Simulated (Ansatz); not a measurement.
`[NH2][Zn][SiH2]F` + H₂ → `[NH2][ZnH]` + `F[SiH3]`  (hydrogenolysis of a Zn–Si bond)

Program: Ansatz. Geometries: PBE0-D4/def2-TZVP. ΔE: electronic, gas phase. CBS: MP2 limit from def2 TZ/QZ plus the TZ coupled-cluster correction, frozen cores. This one scheme is used for every species. For Zn outer-core shells are correlated without core-valence functions, which leaves a few kJ/mol of doubt a bond. Scalar relativity is left out up to krypton. One conformer a species, not always the lowest.

| species | CCSD(T)/CBS(def2) energy (Eh) |
| --- | --- |
| `[NH2][Zn][SiH2]F` | -2224.42760 |
| H₂ | -1.17544 |
| `[NH2][ZnH]` | -1834.88092 |
| `F[SiH3]` | -390.72345 |

Problem. Work out ΔE.

Solution. ΔE = (-1834.88092) + (-390.72345) − (-2224.42760) − (-1.17544) = -0.00133 Eh = -3.5 kJ/mol.

Largest T1 diagnostic among the species: 0.016.

From r2SCAN to r2SCAN0 (25 % exact exchange), in def2-TZVPP and without D4, ΔE moves by −4.7 kJ/mol. The D4 term adds +5.0 kJ/mol with B3LYP and +2.8 kJ/mol with PBE0; it sums over pairs of atoms, weighted by their polarisabilities, and B3LYP, whose exchange is more repulsive, gets the larger term.

B3LYP here is the variant with VWN-RPA as its local correlation; programs differ in this.
